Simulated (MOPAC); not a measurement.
MOPAC input (PM7):

```
PM7 FORCE THERMO(298,298) PRECISE LET UHF MS=0.5 GEO-OK AUX(PRECISION=9) THREADS=1
C2BCl2

C     2.75778565 1   -0.07040771 1    0.26947418 1
C     1.55856792 1   -0.03973551 1    0.15229082 1
B     0.07846191 1   -0.00181286 1    0.00765643 1
Cl   -0.72512817 1    1.50668985 1   -0.15081986 1
Cl   -0.81608947 1   -1.46678846 1    0.00019114 1
```

Output:

```
 *******************************************************************************
 **                                                                           **
 **                              MOPAC v23.2.5                                **
 **                                                                           **
 *******************************************************************************
 ** MOPAC's Digital Object Identifier: https://doi.org/10.5281/zenodo.6511958 **
 **                                                                           **
 ** Please cite the open-source release paper for use of this MOPAC version:  **
 ** J. E. Moussa and J. J. P. Stewart (2026)                                  **
 ** MOPAC: An open-source semiempirical molecular orbital program             **
 ** J. Open Source Softw., 11(119), 8025, https://doi.org/10.21105/joss.08025 **
 *******************************************************************************

                              PM7 CALCULATION RESULTS

 *******************************************************************************
 *  PM7        - The PM7 Hamiltonian to be used
 *  GEO-OK     - OVERRIDE INTERATOMIC DISTANCE AND OTHER SAFETY CHECKS
 *  UHF        - UNRESTRICTED HARTREE-FOCK CALCULATION
 *  MS=        - IN MECI, MAGNETIC COMPONENT OF SPIN =  0.5
 *  LET        - OVERRIDE SOME SAFETY CHECKS
 *  PRECISE    - TIGHTER CRITERIA TO BE USED
 *  FORCE      - FORCE CALCULATION SPECIFIED
 *  AUX        - OUTPUT AUXILIARY INFORMATION
 *  THERMO     - THERMODYNAMIC QUANTITIES TO BE CALCULATED
 *******************************************************************************
PM7 FORCE THERMO(298,298) PRECISE LET UHF MS=0.5 GEO-OK AUX(PRECISION=9) THREADS=1
 C2BCl2

   ATOM   CHEMICAL          X               Y               Z
  NUMBER   SYMBOL      (ANGSTROMS)     (ANGSTROMS)     (ANGSTROMS)

     1       C          2.75778565  *  -0.07040771  *   0.26947418  *
     2       C          1.55856792  *  -0.03973551  *   0.15229082  *
     3       B          0.07846191  *  -0.00181286  *   0.00765643  *
     4      Cl         -0.72512817  *   1.50668985  *  -0.15081986  *
     5      Cl         -0.81608947  *  -1.46678846  *   0.00019114  *

          CARTESIAN COORDINATES

    NO.       ATOM           X           Y           Z

     1         C          2.7578     -0.0704      0.2695
     2         C          1.5586     -0.0397      0.1523
     3         B          0.0785     -0.0018      0.0077
     4        Cl         -0.7251      1.5067     -0.1508
     5        Cl         -0.8161     -1.4668      0.0002

 General Reference for PM7:
 "Optimization of Parameters for Semiempirical Methods VI: More Modifications to the
 NDDO Approximations and Re-optimization of Parameters", J. J. P. Stewart, J. Mol. Mod., 1:32, 19 (2013)
 https://link.springer.com/article/10.1007/s00894-012-1667-x

           Empirical Formula: C2 B Cl2  =     5 atoms

      MOLECULAR POINT GROUP   :   C2v

          UHF CALCULATION, NO. OF ALPHA ELECTRONS =   13
                           NO. OF BETA  ELECTRONS =   12

[...]
 TRANSITION DIPOLE   0.1447         C 2 -- B 3         +45.1% ( 83.8%)      0.0%
 TRAVEL (Ang.)       0.1458         B 3 -- Cl4          +2.8% ( 21.0%)     67.6%
 REDUCED MASS        7.7905         B 3 -- Cl5          +2.8% ( 21.0%)     67.5%
 EFFECTIVE MASS     15.2042
 FORCE CONSTANT      0.7613

 VIBRATION          5    2B1         ATOM PAIR     ENERGY CONTRIBUTION    RADIAL
 FREQUENCY           474.35         C 2 -- B 3         +46.3% ( 93.6%)      0.0%
 TRANSITION DIPOLE   2.1532         B 3 -- Cl5         +21.9% ( 64.4%)      0.0%
 TRAVEL (Ang.)       0.1641         B 3 -- Cl4         +21.9% ( 64.4%)      0.0%
 REDUCED MASS        5.2812         C 1 -- C 2          +9.8% ( 43.1%)      0.0%
 EFFECTIVE MASS     11.6554
 FORCE CONSTANT      0.7001

 VIBRATION          6    2A1         ATOM PAIR     ENERGY CONTRIBUTION    RADIAL
 FREQUENCY           514.59         C 2 -- B 3         +59.0% (133.4%)    100.0%
 TRANSITION DIPOLE   1.1978         C 1 -- C 2         +14.7% ( 66.7%)    100.0%
 TRAVEL (Ang.)       0.1287         B 3 -- Cl4         +13.1% ( 63.0%)     95.7%
 REDUCED MASS        7.9051         B 3 -- Cl5         +13.1% ( 63.0%)     95.7%
 EFFECTIVE MASS     25.9877
 FORCE CONSTANT      1.2333

 VIBRATION          7    3B2         ATOM PAIR     ENERGY CONTRIBUTION    RADIAL
 FREQUENCY           926.76         B 3 -- Cl4         +35.1% ( 92.3%)     84.3%
 TRANSITION DIPOLE   6.3345         B 3 -- Cl5         +35.1% ( 92.3%)     84.3%
 TRAVEL (Ang.)       0.0949         C 2 -- B 3         +29.8% ( 85.1%)      0.0%
 REDUCED MASS        8.0805
 EFFECTIVE MASS     13.6418
 FORCE CONSTANT      4.0890

 VIBRATION          8    3A1         ATOM PAIR     ENERGY CONTRIBUTION    RADIAL
 FREQUENCY          1113.74         C 2 -- B 3         +42.2% ( 99.6%)    100.0%
 TRANSITION DIPOLE   4.9746         B 3 -- Cl5         +27.4% ( 80.3%)     33.4%
 TRAVEL (Ang.)       0.0946         B 3 -- Cl4         +27.4% ( 80.3%)     33.4%
 REDUCED MASS        6.7588         C 1 -- C 2          +3.1% ( 27.0%)    100.0%
 EFFECTIVE MASS     11.4936
 FORCE CONSTANT      4.9395

 VIBRATION          9    4A1         ATOM PAIR     ENERGY CONTRIBUTION    RADIAL
 FREQUENCY          2406.45         C 1 -- C 2         +75.3% ( 99.6%)    100.0%
 TRANSITION DIPOLE   4.5978         C 2 -- B 3         +24.6% ( 57.0%)    100.0%
 TRAVEL (Ang.)       0.0682
 REDUCED MASS        6.0163
 EFFECTIVE MASS     12.0060
 FORCE CONSTANT     20.5273

      SYMMETRY NUMBER FOR POINT-GROUP C2v =  2

          SYSTEM IS A GROUND STATE

 C2BCl2

          MOLECULE IS NOT LINEAR

          THERE ARE  9 GENUINE VIBRATIONS IN THIS SYSTEM
          THIS THERMODYNAMICS CALCULATION IS LIMITED TO
          MOLECULES WHICH HAVE NO INTERNAL ROTATIONS

                    CALCULATED THERMODYNAMIC PROPERTIES
                                          *
   TEMP. (K)   PARTITION FUNCTION   H.O.F.    ENTHALPY  HEAT CAPACITY ENTROPY
                                   KCAL/MOL   CAL/MOLE    CAL/K/MOL  CAL/K/MOL

 298.00  VIB.     0.7335D+01                  1616.2554    10.2602     9.3834
         ROT.     0.1100D+06                   888.2803     2.9808    26.0494
         INT.     0.8071D+06                  2504.5357    13.2410    35.4328
         TRA.     0.1051D+28                  1480.4672     4.9680    39.8821
         TOT.                       69.445    3985.0029    18.2090    75.3149

   *: NOTE: HEATS OF FORMATION ARE RELATIVE TO THE
            ELEMENTS IN THEIR STANDARD STATE AT 298K
              (=  Standard Enthalpy of Formation).

            Hvib:  Zero-point energy is not included.
                   frequencies of less than zero cm-1 are not included.
            Hrot = (3/2)RT
            Htra = (3/2)RT + pV = (5/2)RT

            Heat capacity is Cp, not Cv

          For more information, see: HTTP://OpenMOPAC.net/Manual/thermochemistry.html

           FORCE CONSTANT IN CARTESIAN COORDINATES (Millidynes/A)

    ATOM   CHEMICAL       X               Y               Z
   NUMBER   SYMBOL  FORCE CONSTANT  FORCE CONSTANT  FORCE CONSTANT

      1       C       19.861033        0.148916        0.158717
      2       C       23.428822        0.956044        0.655440
      3       B        6.348778        4.620035        0.950052
      4      Cl        1.150448        2.932099        0.081785
      5      Cl        1.151058        2.931488        0.081785

 **********************
 *                    *
 * JOB ENDED NORMALLY *
 *                    *
 **********************

 == MOPAC DONE ==
```
